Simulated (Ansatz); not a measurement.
`[F][Ti]([F])([F])[O][SiH3]` and `[F][Ti]([F])([F])[Cl]` differ in one atom or group.

Ansatz, PBE0-D4/def2-TZVP geometries, multiplicity 1. Each molecule was computed in one conformer, which needn't be the lowest.

Scalar relativity is left out up to krypton.

| property | `[F][Ti]([F])([F])[O][SiH3]` |
| --- | --- |
| HOMO energy (PBE/def2-TZVPP) / eV | -8.22 |
| LUMO energy (PBE0/def2-TZVPP) / eV | -2.50 |
| ideal-gas entropy at 298 K and 1 bar (rigid rotor, harmonic PBE0-D4/def2-TZVP) / J/(mol·K) | 408 |
| HOMO energy (PBE0/def2-TZVPP) / eV | -9.66 |
| HOMO–LUMO gap (PBE0/def2-TZVPP) / eV | 7.17 |
| LUMO energy (B3LYP/def2-TZVPP) / eV | -2.82 |

**Question.** What does the change do to each property? (Estimate.)

**Answer.** Ansatz gave: 
| property | `[F][Ti]([F])([F])[Cl]` | shift |
| --- | --- | --- |
| HOMO energy (PBE/def2-TZVPP) / eV | -8.74 | -0.52 |
| LUMO energy (PBE0/def2-TZVPP) / eV | -3.34 | -0.84 |
| ideal-gas entropy at 298 K and 1 bar (rigid rotor, harmonic PBE0-D4/def2-TZVP) / J/(mol·K) | 330 | -78 |
| HOMO energy (PBE0/def2-TZVPP) / eV | -10.23 | -0.57 |
| HOMO–LUMO gap (PBE0/def2-TZVPP) / eV | 6.89 | -0.28 |
| LUMO energy (B3LYP/def2-TZVPP) / eV | -3.63 | -0.81 |

With PBE0 the HOMO falls by 0.57 eV and the LUMO falls by 0.84 eV, so the gap narrows by about 0.27 eV. PBE moves the HOMO by -0.52 eV and ωB97M-V by -0.55 eV. The zero-point energy changes by -73.4 kJ/mol with -12 modes. Modes under 60 cm⁻¹, often nearly free rotors, make the harmonic entropy too high.

B3LYP here is the variant with VWN-RPA as its local correlation; programs differ in this.
